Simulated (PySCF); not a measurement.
# Radial density of Er²⁺ (erbium, charge +2)

M06-2X, [Xe] 4f11 6p1, one real determinant (an excited configuration). Calculation: PySCF 2.14, in ANO-RCC-VTZP (8s7p5d3f2g1h, 104 functions); scalar relativity by spin-free X2C-1e.

```json
{"r (bohr)": "0.0197", "4πr²ρ (e/bohr)": "85.62", "4πr²(ρα − ρβ)": "0.0055"}
{"r (bohr)": "0.0331", "4πr²ρ (e/bohr)": "85.12", "4πr²(ρα − ρβ)": "0.0131"}
{"r (bohr)": "0.0557", "4πr²ρ (e/bohr)": "120.1", "4πr²(ρα − ρβ)": "0.0127"}
{"r (bohr)": "0.0936", "4πr²ρ (e/bohr)": "99.72", "4πr²(ρα − ρβ)": "0.0123"}
{"r (bohr)": "0.157", "4πr²ρ (e/bohr)": "106.8", "4πr²(ρα − ρβ)": "0.3205"}
{"r (bohr)": "0.265", "4πr²ρ (e/bohr)": "66.71", "4πr²(ρα − ρβ)": "1.7851"}
{"r (bohr)": "0.445", "4πr²ρ (e/bohr)": "59.18", "4πr²(ρα − ρβ)": "4.0921"}
{"r (bohr)": "0.749", "4πr²ρ (e/bohr)": "30.51", "4πr²(ρα − ρβ)": "3.1555"}
{"r (bohr)": "1.26", "4πr²ρ (e/bohr)": "11.53", "4πr²(ρα − ρβ)": "0.9512"}
{"r (bohr)": "2.12", "4πr²ρ (e/bohr)": "2.136", "4πr²(ρα − ρβ)": "0.0754"}
{"r (bohr)": "3.57", "4πr²ρ (e/bohr)": "0.3651", "4πr²(ρα − ρβ)": "0.3293"}
{"r (bohr)": "6.00", "4πr²ρ (e/bohr)": "0.07450", "4πr²(ρα − ρβ)": "0.0744"}
{"r (bohr)": "10.1", "4πr²ρ (e/bohr)": "0.001800", "4πr²(ρα − ρβ)": "0.0018"}
{"r (bohr)": "17.0", "4πr²ρ (e/bohr)": "1.412e-05", "4πr²(ρα − ρβ)": "0.0000"}
```

Densities and radii are taken from the X2C orbitals without a picture-change correction, which distorts them close to the nucleus.

⟨L²⟩ = 36.01 against 56 for a pure K term, so this real determinant mixes terms. Spin-orbit coupling, absent here, splits the open shell strongly.
